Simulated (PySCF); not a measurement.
Al(H)2(Me) (CH5Al), SMILES [AlH2][CH3].

Geometry: PBE0-D3(BJ)/def2-TZVP.

Computed with HF/def2-TZVPD (PySCF).

```
Quantity                                                                                                       Result
---------------------------------------------------------------------------------------------  ----------------------
total energy                                                                                       -282.70377 hartree
highest occupied level                                                                                      -11.15 eV
lowest empty level                                                                                            1.26 eV
orbital gap                                                                                                  12.41 eV
dipole moment                                                                                                  0.67 D
quadrupole, principal values (traceless, Buckingham form, about the centre of nuclear charge)  -4.07, -3.34, 7.41 D·Å
mean static polarisability                                                                       40.6 bohr³ (6.01 Å³)
polarisability, principal values                                                               35.2, 40.7, 45.8 bohr³
```
